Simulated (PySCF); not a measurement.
# Correlation energy of B (boron, neutral)

[He] 2s1 2p2, high-spin 4P determinant (an excited configuration). Calculation: PySCF 2.14, in dyall-av3z (15s9p3d2f, 71 functions); scalar relativity by spin-free X2C-1e. Frozen: 1s2; 3 electrons correlated; the 13 highest virtual orbitals of each spin left out.

MP2 pair energies summed by pair of shells (mhartree):

| pair | energy | share (%) |
| --- | --- | --- |
| 2p-2p | -6.57 | 56.4 |
| 2s-2p | -5.07 | 43.6 |

Total MP2 correlation energy: -11.63 mhartree.

Same-spin part -11.63 and opposite-spin part 0.00 mhartree; SCS-MP2 scales them by 1/3 and 6/5 to -3.88 mhartree.
